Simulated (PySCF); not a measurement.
Electron correlation in Ge (germanium, neutral)

[Ar] 3d10 4s2 4p2, high-spin 3P determinant. Calculation: PySCF 2.14, in dyall-av2z (16s12p8d, 92 functions); the non-relativistic Hamiltonian (point nucleus). Frozen: [Ar] 3d10; 4 electrons correlated; the 34 highest virtual orbitals of each spin left out.

| level | correlation energy (mhartree) |
| --- | --- |
| CCSD | -59.95 |
| (T) | -1.10 |
| CCSD(T) | -61.05 |

Diagnostics: T1 = 0.0091, D1 = 0.0252, largest double amplitude 0.072.

Cost of the coupled-cluster step: of the order of 2 core-seconds, for 4 correlated electrons.
